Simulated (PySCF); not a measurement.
## Unknowns

Theory: GFN2-xTB geometry, GIAO PBE0/pcSseg-1 shieldings, in PySCF 2.14 (one computed conformer, no relativistic terms, fast rotation and ring inversion assumed for equivalent nuclei, in vacuum).

Scale: TMS for 1H (σ = 31.72 ppm), 13C (σ = 186.93 ppm) (reference shieldings calculated alike). Where no couplings were computed, multiplicities follow the n + 1 count of equivalent neighbours, and m marks all less simple cases (inequivalent or close neighbours, rings, F or P nearby). Shifts are as computed. Against solution values, carbons near 30 ppm lie about +3 ppm off and those near 130 ppm about +5 ppm. Of 1211 compounds with measured shifts, 218 miss one by over three times the rms of a fit or turn the order of signals round; such compounds aren't used in these exercises. OH and NH positions are gas-phase values without hydrogen bonding to other molecules.

Q: C₆H₁₁N. 1H NMR (400 MHz, computed): δ 7.75 (d, 1H), 7.20 (d, 1H), 6.27 (m, 1H), 5.85 (m, 1H), 4.37 (d, 2H), 2.17 (m, 2H), 0.93 (t, 3H). 13C{1H} NMR (computed): δ 154.1 (CH2), 139.5 (CH), 135.0 (CH), 65.2 (CH2), 25.2 (CH2), 17.0 (CH3). What is it?

A: `InChI=1S/C6H11N/c1-3-4-5-6-7-2/h4-5H,2-3,6H2,1H3/b5-4-`. Rings plus π bonds: 2 (no ring in the answer). 6 carbon signals for 6 carbons: no two carbons are equivalent. Carbon types of the structure: 2 × CH, 3 × CH2, 1 × CH3, which accounts for all hydrogens. δC 154.1: C=N carbon. δC 139.5, 135.0: alkene CH; an sp2 carbon of a C=C bond. δC 65.2: allylic sp3 CH2 bonded to N; deshielded by the electronegative neighbour. δH 2.17: hydrogen on an allylic sp3 CH2; allylic position.

The shifts were computed for this structure.

Q: C₆H₁₁N. 1H NMR (600 MHz, computed): δ 5.43 (br s, 1H), 5.07 (br s, 1H), 1.97 (s, 3H), 1.72 (m, 1H), 1.41 (m, 1H), 1.29 (m, 3H), 0.20 (br s, 1H). 13C{1H} NMR (computed): δ 152.7 (C), 113.2 (CH2), 42.6 (CH), 39.6 (CH), 25.8 (CH3), 22.8 (CH3). What is it?

A: `C=C(C)[C@@H]1N[C@H]1C`. Rings plus π bonds: 2 (1 ring in the answer). 6 carbon signals for 6 carbons: no two carbons are equivalent. Carbon types of the structure: 1 × C, 2 × CH, 1 × CH2, 2 × CH3, leaving 1 H on heteroatoms. δC 152.7: fully substituted alkene carbon; the olefinic region. δC 113.2: terminal =CH2 carbon; the olefinic region. δC 25.8: allylic methyl carbon; a saturated carbon with 1 carbon neighbour and no heteroatom attached. δH 1.97: hydrogen on an allylic methyl carbon; allylic position.

The shifts were computed for this structure.
